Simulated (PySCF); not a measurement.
Geometry:
| atom | x (Å) | y (Å) | z (Å) |
| --- | --- | --- | --- |
| C1 | -0.973 | 0.345 | -3.013 |
| C2 | -0.164 | -0.490 | -2.666 |
| C3 | 0.790 | -1.459 | -2.201 |
| Cl4 | 1.360 | -2.527 | -3.568 |
| Ge5 | 2.411 | -0.555 | -1.493 |
| Ge6 | -0.048 | -2.671 | -0.866 |
| H7 | -1.689 | 1.083 | -3.323 |
| H8 | 3.026 | 0.268 | -2.632 |
| H9 | 1.985 | 0.351 | -0.323 |
| H10 | 3.382 | -1.642 | -1.006 |
| H11 | 1.022 | -3.671 | -0.402 |
| H12 | -0.539 | -1.818 | 0.317 |
| H13 | -1.218 | -3.388 | -1.551 |

Geometry: PBE0-D3(BJ)/def2-SVP; GIAO shifts from PySCF, gas phase, non-relativistic, averaged over equivalent atoms.

At PBE0/pcSseg-1 (192 basis functions, 36 s wall time on 1 thread of an Arm Neoverse V1, shared host):
```
                atoms  δ (ppm)
                   C2     86.2
                   C1     85.7
                   C3     36.3
                  Cl4    213.4
              Ge5/Ge6   -165.6
H8/H9/H10/H11/H12/H13     4.39
                   H7     2.94
```

Referencing at the same level of theory: ¹³C (184.41 ppm) and ¹H (31.27 ppm) vs TMS; HCl for ³⁵Cl (943.27 ppm); ⁷³Ge (1330.28 ppm) against GeMe4.

What do these become at CAM-B3LYP/pcSseg-1?

Results:


```
                atoms  δ at CAM-B3LYP/pcSseg-1  change
                   C2                     87.0    +0.8
                   C1                     85.8    +0.1
                   C3                     34.9    -1.4
                  Cl4                    207.0    -6.4
              Ge5/Ge6                   -167.7    -2.1
H8/H9/H10/H11/H12/H13                     4.31   -0.08
                   H7                     2.87   -0.07
```

Referencing at the same level of theory: ¹³C (182.45 ppm), ¹H (31.33 ppm) against TMS; ³⁵Cl (938.90 ppm) vs HCl; ⁷³Ge (1314.39 ppm) vs GeMe4.

The largest change is at Cl4 (chlorine bonded to C). Cost: 192 basis functions, 48 s wall time on 1 thread of an Arm Neoverse V1, shared host. The order of the carbon signals is the same at both levels.

Relativistic effects, spin–orbit coupling among them, are left out; they matter for Ge and for the light atoms bonded to it. Carbons that carry Cl, above all several Cl atoms, come out too deshielded, partly because spin–orbit coupling is missing.
